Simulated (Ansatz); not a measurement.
Cartesian coordinates in Å:
```
Si -0.800 -1.017 1.359
S -0.394 1.096 1.157
C 0.229 1.018 -0.424
C 0.538 1.416 -1.596
N 0.766 -0.052 -1.323
H -1.834 -1.461 0.397
H 0.448 -1.796 1.203
H -1.309 -1.115 2.749
H 0.600 2.093 -2.426
H 1.757 -0.182 -1.096
```

Total charge 0; spin multiplicity 1.

Problem. List the PBE0/def2-TZVPP orbital energies in eV (the Gaussian-basis code of Ansatz). (An estimate is asked.)

Solution. Computed: Occupied: -2423.11, -1803.31, -391.71, -280.15, -279.30, -218.43, -162.28, -162.17, -162.08, -145.61, -100.31, -100.24, -100.23, -27.08, -21.89, -18.67, -15.93, -15.31, -13.35, -12.51, -10.91, -10.26, -10.07, -9.97, -9.00, -7.90, -5.93. Lowest empty: -0.38, -0.11, 0.53, 1.03, 1.62, 1.83, 2.13, 2.33.
